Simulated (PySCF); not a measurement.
Si(AsH2)(F)2(H) (AsF₂H₃Si), SMILES F[SiH](F)[AsH2].

Geometry optimised at PBE-D3(BJ)/def2-SVP. This is a generated structure with no PubChem entry under its InChIKey; it may be hypothetical.

The numbers are results of PySCF with PBE-D3(BJ)/def2-SVP, not measurements.

Frequencies are harmonic and unscaled.

Computed harmonic wavenumbers and intensities:
```tsv
mode	ν (cm⁻¹)	IR (km/mol)	moving atoms (share of kinetic energy)
1	102	0.2	H 90 %
2	139	2.0	F 69 %, Si 13 %, As 10 %
3	180	7.0	F 61 %, As 30 %
4	302	19.3	F 65 %, Si 29 %
5	368	12.3	Si 53 %, H 21 %, As 16 %, F 10 %
6	585	3.8	H 80 %, Si 12 %
7	609	10.1	H 96 %
8	782	153.5	H 80 %, F 14 %
9	794	6.2	H 85 %, F 15 %
10	841	240.3	F 54 %, Si 39 %
11	937	141.3	Si 49 %, F 42 %, H 9 %
12	951	17.0	H 99 %
13	2118	50.5	H 99 %
14	2134	68.9	H 99 %
15	2191	136.9	H 97 %
```
